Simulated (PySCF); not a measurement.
A GIAO shielding run with PySCF (density fitting, non-relativistic, gas phase) on SMILES C=C[P+](C)(C)C#CC, [C$_{7}$H$_{12}$P]+:

```
$ OMP_NUM_THREADS=1 python probes_run.py task.json out

{"job": {"kind": "nmr", "xc": "wB97X-D", "basis": "pcSseg-1", "pop": false}, "charge": 1, "multiplicity": 1}
C     -1.261623     2.249136    -0.395548
C     -1.744117     1.088943     0.054043
P     -0.735870    -0.369779     0.276819
C     -1.375372    -1.701389    -0.753203
C     -0.793184    -0.878884     2.002744
C      0.891602    -0.022609    -0.172640
C      2.048167     0.179662    -0.497671
C      3.417835     0.418945    -0.881456
H     -0.206646     2.375077    -0.658904
H     -1.916882     3.116720    -0.514565
H     -2.802403     0.968969     0.316069
H     -0.759530    -2.601574    -0.613033
H     -2.414423    -1.916813    -0.462453
H     -1.342263    -1.388971    -1.806438
H     -0.383458    -0.074308     2.629384
H     -0.198233    -1.793859     2.137258
H     -1.837928    -1.072632     2.288814
H      3.576153     0.142015    -1.935161
H      3.672962     1.482720    -0.757413
H      4.100597    -0.177547    -0.256751
```

Hardware: 1 thread of an Arm Neoverse V1, shared host.

Question: How large is the calculation?

Answer: 68 electrons, 203 basis functions and 1070 auxiliary functions.

Question: How long does it take, and how much memory does it need?

Answer: 44 s of wall time, with 14 SCF cycles and 7 response iterations; peak memory 1.1 GiB. Times on a shared host scatter by some tens of per cent.

Question: And these other runs on the same molecule and hardware: GIAO shielding at PBE0/pcSseg-1?

Answer: PBE0/pcSseg-1: 203 functions, 38 s.
